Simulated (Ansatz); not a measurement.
Ansatz (an electronic-structure program) input (wB97X-V/def2-TZVPD):

Ansatz 0.2 input:
```yaml
crystal:
  periodic: [false, false, false]
  atoms:
    - {symbol: O, position_ang: [-0.97745969, 1.38093645, -0.09012526]}
    - {symbol: B, position_ang: [-0.64327804, 0.09300013, -0.04416715]}
    - {symbol: O, position_ang: [-1.28882414, -1.07189462, -0.06975870]}
    - {symbol: P, position_ang: [1.32792550, -0.17854888, 0.09420443]}
    - {symbol: H, position_ang: [-1.90437823, 1.64726088, -0.16139919]}
    - {symbol: H, position_ang: [-2.25265958, -1.10469393, -0.13874669]}
    - {symbol: H, position_ang: [2.05238511, 1.01317254, 0.19815168]}
    - {symbol: H, position_ang: [1.84855674, -0.85847308, -1.01356802]}
    - {symbol: H, position_ang: [1.68387443, -0.95636863, 1.20240336]}
basis:
  gaussian:
    orbitals: def2-TZVPD
hamiltonian:
  xc: {name: wB97X-V}
total_charge: 1
output: {forces: true}
```

End of the output:

```
integrals: 0.16 GiB planned
1066 factors; their error is unknown
integrals: 0.20 GiB planned
415 factors; integrals over basis functions are off by at most 9.7e-6 eV
0.36 GiB of the device are held for the grids
1.45 GiB of device memory are held for the factors and their scratch space
mean field: 1.05 GiB planned
mean field evaluation 1: about -14123.2646 eV, gradient 8.8e1 eV
mean field evaluation 2: about -14122.7342 eV, gradient 9.1e1 eV
mean field evaluation 4: about -14135.5960 eV, gradient 1.7e0 eV
mean field evaluation 8: about -14135.6060 eV, gradient 7.7e-2 eV
mean field evaluation 16: about -14135.6198 eV, gradient 5.5e-5 eV
mean field -14135.61983327 eV, -519.4744474053 hartree, gradient 5.5e-5 eV, S^2 0.000000; 0 other end points of the search recorded, 0 dependent functions left out
the calculation of the forces begins
reference -14135.61983076 eV, -519.4744473131 hartree; 20, 20 occupied and 185, 185 virtual orbitals, 1066 factors
Total energy: -14135.61983076 eV, -519.4744473131 hartree
Atom 0 at    -0.977460     1.380936    -0.090125 Å, force    -0.098358     0.194569    -0.010513 eV/Å
Atom 1 at    -0.643278     0.093000    -0.044167 Å, force     0.170243    -0.018210     0.012221 eV/Å
Atom 2 at    -1.288824    -1.071895    -0.069759 Å, force    -0.143140    -0.168143    -0.007341 eV/Å
Atom 3 at     1.327926    -0.178549     0.094204 Å, force     0.015052    -0.008472     0.000154 eV/Å
Atom 4 at    -1.904378     1.647261    -0.161399 Å, force     0.038210    -0.032272     0.003451 eV/Å
Atom 5 at    -2.252660    -1.104694    -0.138747 Å, force     0.044634     0.023181     0.002955 eV/Å
Atom 6 at     2.052385     1.013173     0.198152 Å, force    -0.005621     0.017497     0.000491 eV/Å
Atom 7 at     1.848557    -0.858473    -1.013568 Å, force    -0.009707    -0.003477    -0.011923 eV/Å
Atom 8 at     1.683874    -0.956369     1.202403 Å, force    -0.011314    -0.004673     0.010505 eV/Å
Dipole moment:     0.141592    -0.025495     0.007999 e Å
```

It need not be the lowest isomer of its formula.
